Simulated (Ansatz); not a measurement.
Process, species as SMILES: C[SiH2]B(O)O -> [CH2][SiH2]B(O)O + H atom (the C-H bond at the site shown breaks; other sites are not compared here)
Each molecule is optimised on its own at B3LYP-D3(BJ)/def2-TZVP (Ansatz, a program for electronic structure), one conformer each, not searched for the lowest.

Property: bond dissociation energy (electronic energy difference), in kcal/mol. Correlated levels leave the core frozen unless marked. UHF or UKS for open shells. No spin-orbit coupling. Non-relativistic unless marked X2C. Basis-set limits of correlation are two-point, X^-3; Hartree-Fock from the larger set.

```csv
level,program,bond dissociation energy (kcal/mol)
HF/cc-pV(D+d)Z,Ansatz,80.5
B3LYP/def2-TZVPD,Ansatz,104.6
```

**Question.** Estimate the value at CCSD(T)/CBS(cc-pV(T+d)Z,cc-pV(Q+d)Z) as computed with Ansatz.

**Answer.** 107.5 kcal/mol, so B3LYP/def2-TZVPD differs from it by -2.9 kcal/mol.
